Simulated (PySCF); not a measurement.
## Dipole response of In (indium, neutral)

[Kr] 4d10 5s2 5p1, 2P determinant. Calculation: PySCF 2.14, in dyall-av2z (22s16p12d, 130 functions); no relativity, point nucleus. Coupled (time-dependent) response in atomic units; α is the mean over directions. A double-zeta set is small for polarisabilities.

```tsv
method	mean α (bohr³)	α xx, yy, zz	C₆ (like pair)	S(−4)
HSE06	76.23	61.82, 105.0, 61.82	795.6	3142
```

S(−4) is the Cauchy moment in α(ω) = α(0) + S(−4) ω² + …

Reference α: 65 ± 4 bohr³ (recommended; Schwerdtfeger and Nagle, table of static dipole polarizabilities (2023 update)). Published C₆: 779.0 (Chu and Dalgarno (2004); Tang, Norbeck and Certain (1976)).

Spin-orbit coupling is absent.

α(iu) at HSE06:

| u (hartree) | α(iu) (bohr³) |
| --- | --- |
| 0 | 76.23 |
| 0.0500 | 69.43 |
| 0.100 | 56.30 |
| 0.200 | 34.71 |
| 0.300 | 22.29 |
| 0.500 | 11.05 |
| 0.750 | 5.863 |
| 1.00 | 3.642 |
| 1.50 | 1.817 |
| 2.00 | 1.100 |
| 3.00 | 0.5414 |
| 5.00 | 0.2226 |

A single London oscillator, α(iu) = α/(1 + u²/ω²), gives C₆ = (3/4) ω α². Matching the computed C₆ needs ω = 4 × 795.6 / (3 × 76.23²) = 0.183 hartree.

The components differ because the open shell of this determinant is not spherical; for a pure term their mean is the scalar polarisability.

A non-relativistic calculation at this Z misses sizeable relativistic shifts.
